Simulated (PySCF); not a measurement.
C2H7O, charge +1. Atoms are numbered in the order given.

```xyz
10

C     -0.3040    -1.2621     0.0000
C      0.6221    -0.0894     0.0000
O     -0.1738     1.2565     0.0000
H      0.3197    -2.1607     0.0000
H     -0.9270    -1.3001    -0.8944
H     -0.9270    -1.3001     0.8944
H      1.2304     0.0243     0.8925
H      1.2304     0.0243    -0.8925
H     -0.7223     1.3851    -0.7968
H     -0.7223     1.3851     0.7968
```
Charge +1, spin multiplicity 1.

Geometry: B3LYP-D3(BJ)/def2-TZVP. The isomer is the one that the SMILES or the coordinates give; other isomers of the formula were not compared.

These are HF/pcSseg-1 (PySCF) values and carry that method's errors.

GIAO shieldings, no solvent; atoms alike by connectivity are averaged. δ = σ(ref) − σ: ¹³C against TMS (σ = 192.6 ppm); ¹⁷O against H2O (σ = 333.0 ppm); ¹H against TMS (σ = 31.99 ppm), references at their B3LYP-D3(BJ)/def2-TZVP geometries, non-relativistic.

```tsv
nucleus	atoms	count	δ (ppm)
¹³C	C2	1	99.3
¹³C	C1	1	17.2
¹⁷O	O3	1	43.2
¹H	H9, H10	2	5.93
¹H	H7, H8	2	5.91
¹H	H4, H5, H6	3	2.41
```
